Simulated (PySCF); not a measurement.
Computed shifts of a molecule C4H5NSi, PBE0/pcSseg-1 run with PySCF, GIAO, gas phase, atoms alike by connectivity averaged where their shifts nearly agree, in ppm (number of nuclei): ¹⁵N: 329.7 (1). ¹³C: 180.8 (1), 128.7 (1), 121.9 (1), 19.7 (1). ²⁹Si: -20.6 (1). ¹H: 7.84 (1), 5.52 (2), 2.25 (2). References: ¹⁵N against NH3 (σ = 267.4 ppm); ¹³C against TMS (σ = 186.3 ppm); ²⁹Si against TMS (σ = 352.7 ppm); ¹H against TMS (σ = 31.56 ppm), references at their B3LYP-D3(BJ)/def2-TZVP geometries, non-relativistic. Geometry optimised at B3LYP-D3(BJ)/def2-SVP. One conformer was computed; it need not be the lowest.

Which structure fits?
A) C#C[SiH](N)C#C
B) C#C[SiH2]CC#N
C) C#CC1=NC[SiH2]1
D) N#CC1=CC[SiH2]1

D, N#CC1=CC[SiH2]1
